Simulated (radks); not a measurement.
Q: Neutral zirconium, 40 electrons, occupied as [Kr] 4d2 5s2. Calculated with a radial shooting solver on a logarithmic mesh with Libxc functionals: Dirac Kohn-Sham, PBE, spin-unpolarised, spherical densities, finite nucleus; open shells fill j = l - 1/2 first; Fermi nuclear charge, rms radius 4.2694 fm. Some entries of the table are withheld. Estimate them.

| orbital | occ. | eigenvalue (eV) | r(max) (bohr) |
|---|---|---|---|
| 1s1/2 | 2 | -17816.68 | 0.02414 |
| 2s1/2 | 2 | -2468.159 | (1) |
| 2p1/2 | 2 | (2) | 0.1070 |
| 2p3/2 | 4 | (3) | 0.1106 |
| 3s1/2 | 2 | -404.4517 | 0.4084 |
| 3p1/2 | 2 | -326.7095 | (4) |
| 3p3/2 | 4 | -313.0416 | (5) |
| 3d3/2 | 4 | -176.0062 | 0.3459 |
| 3d5/2 | 6 | -173.5095 | 0.3486 |
| 4s1/2 | 2 | -54.4130 | 1.079 |
| 4p1/2 | 2 | -33.5976 | 1.163 |
| 4p3/2 | 4 | -31.8252 | 1.188 |
| 5s1/2 | 2 | -4.4255 | 3.157 |
| 4d3/2 | 2 | (6) | 1.589 |
| 4d5/2 | 0 | (7) | 1.603 |
| 5p1/2 | 0 | -1.5297 | (8) |
| 5p3/2 | 0 | -1.4326 | (9) |

A: 
(1) 2s1/2 r(max) (bohr): 0.1371
(2) 2p1/2 eigenvalue (eV): -2259.330
(3) 2p3/2 eigenvalue (eV): -2173.473
(4) 3p1/2 r(max) (bohr): 0.3963
(5) 3p3/2 r(max) (bohr): 0.4054
(6) 4d3/2 eigenvalue (eV): -3.6409
(7) 4d5/2 eigenvalue (eV): -3.5126
(8) 5p1/2 r(max) (bohr): 4.073
(9) 5p3/2 r(max) (bohr): 4.171
